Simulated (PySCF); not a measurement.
Gas-phase reaction: GeO + 2 F2 ⇌ GeF2 + F2O

Method: PySCF energies plus ideal-gas RRHO corrections (1 bar). † marks an energy on the PBE0/def2-TZVP geometry and frequencies; other levels use their own. MP2 and CCSD(T) freeze the core. 6-31G* has spherical d functions here. All species are closed-shell singlets. B3LYP is the form with VWN-RPA correlation. Ge: all electrons, no relativistic terms. MP2 isn't extrapolated to the basis-set limit. CCSD(T) isn't extrapolated to the basis-set limit. Warning, large T1 diagnostic: GeO (CCSD(T)/def2-SVP†).

```tsv
level	ΔH°(298 K), kJ
B3LYP/6-31G*	…
B3LYP/def2-TZVP†	-488
CCSD(T)/def2-SVP†	-431
HF/6-31G*	…
MP2/def2-SVP†	…
PBE/def2-SVP	…
PBE/def2-TZVP†	-483
PBE0/def2-QZVP†	-505
PBE0/def2-SVP†	-491
ωB97X-V/def2-TZVP†	-506
```

Q: What belongs in the gaps?

A: 
- B3LYP/6-31G*, ΔH°(298 K), kJ: -476
- HF/6-31G*, ΔH°(298 K), kJ: -517
- MP2/def2-SVP†, ΔH°(298 K), kJ: -434
- PBE/def2-SVP, ΔH°(298 K), kJ: -476
